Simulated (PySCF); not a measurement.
Computed properties of In(H)(Me)(OH) (CH5InO), SMILES [CH3][InH][OH]

In(H)(Me)(OH) (CH5InO), SMILES [CH3][InH][OH]. Geometry: B3LYP-D3(BJ)/def2-SVP. The def2 effective core potentials stand for the cores of In; spin–orbit coupling is left out. One conformer was computed; it need not be the lowest. All values are computed for the isolated molecule unless a solvent is named; none is compared with measurement here.

**Structure.** The optimised structure has Cs symmetry. All 18 harmonic modes at B3LYP-D3(BJ)/def2-SVP (PySCF) are real, so it is a minimum. With heavy atoms numbered as in [InH:1]([CH3:3])[OH:7], the shortest bond between them is In1–O7 at 2.022 Å and the longest In1–C3 at 2.165 Å.

**Vibrations.** The strongest infrared lines (harmonic, unscaled, degenerate partners summed) lie at 1751 cm⁻¹ (238 km/mol, H 99 %), 407 cm⁻¹ (145 km/mol, H 90 %), 468 cm⁻¹ (137 km/mol, H 78 %, C 13 %). The softest mode is at 34 cm⁻¹ and the zero-point energy is 33.8 kcal/mol.

**Electronic structure.** r2SCAN/def2-TZVPD (PySCF) places the frontier levels at -6.80 and -1.59 eV, a gap of 5.21 eV, and gives a dipole moment of 1.86 D and a mean polarisability of 58.5 bohr³.

**Excitations.** TDDFT-PBE0/def2-SVPD (PySCF) has S1 at 5.37 eV (231 nm, f = 0.002, dark); the most intense of the 10 singlets computed lies at 6.85 eV (f = 0.17). T1 (TDA) is at 5.03 eV. No vertical singlet excitation falls in the visible range (under 3.1 eV).
